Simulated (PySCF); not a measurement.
## Pt(74+): ionisation energy

Pt(74+) [He] 2s2 → Pt(75+) [He] 2s1 [2s1/2^1, M_J = 1/2], as a difference of total energies. Computed with PySCF 2.14 in an uncontracted even-tempered set (16 s from 64 bohr⁻², ratio 2.4; 13 p from 83 bohr⁻², ratio 2.4; 5 d from 260 bohr⁻², ratio 2.6; 4 f from 390 bohr⁻², ratio 2.6), with the two-component X2C-1e Hamiltonian. Correlated levels: nothing frozen; the 28 highest virtual spinors dropped. "Screened" scales the spin-orbit matrix elements by Boettger's factors to mimic the two-electron term; Breit and QED terms are absent.

```
                    method  ionisation energy (eV)
          GMP2 (spin-free)                 21880.3
 GHF (screened spin-orbit)                 21875.9
GMP2 (screened spin-orbit)                 21882.5
```

Task: How much does correlation contribute at GMP2 (screened spin-orbit)?

Result: 21882.5 − (21875.9) = 6.6 eV, measured against GHF (screened spin-orbit).

For this ion Breit and QED terms and the two-electron picture change, all absent here, outweigh the correlation shift from GHF to GMP2.

For comparison: 21840 ± 90 eV (theoretical estimate listed by NIST; NIST Atomic Spectra Database, ionization energies).
